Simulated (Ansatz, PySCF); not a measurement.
Ways to break one bond of NC1CCC1:

A. NC1CCC1 → N[C]1CCC1 + H atom
B. NC1CCC1 -> NC1C[CH]C1 + H atom
C. NC1CCC1 -> [CH]1CCC1 + [NH2] (NH2)

Quantity: bond dissociation energy (enthalpy at 298 K, with B3LYP-D3(BJ) rigid-rotor harmonic-oscillator terms from PySCF), kcal/mol. Geometries: B3LYP-D3(BJ)/def2-TZVP minima from Ansatz (a first-principles code), one conformer each, not searched for the lowest. Correlated levels leave the core frozen unless marked. UHF or UKS for open shells. Spin-orbit coupling is left out. Non-relativistic. CBS marks a two-point X^-3 extrapolation of the correlation energy; Hartree-Fock from the larger set. [CCSD(T)-MP2]/basis is that difference in the basis named.

|  | r2SCAN-D3(BJ)/def2-TZVPD (Ansatz + dftd3) | BHLYP/def2-TZVPD (Ansatz) | MP2/STO-3G (Ansatz) | RI-MP2/CBS(cc-pVTZ,cc-pVQZ)+[CCSD(T)-MP2]/cc-pVDZ (Ansatz) |
|---|---|---|---|---|
| A | 85.2 | 87.6 | 105.5 | 93.7 |
| B | 93.5 | 95.9 | 113.7 | 101.3 |
| C | 78.8 | 76.7 | 84.5 | 89.0 |
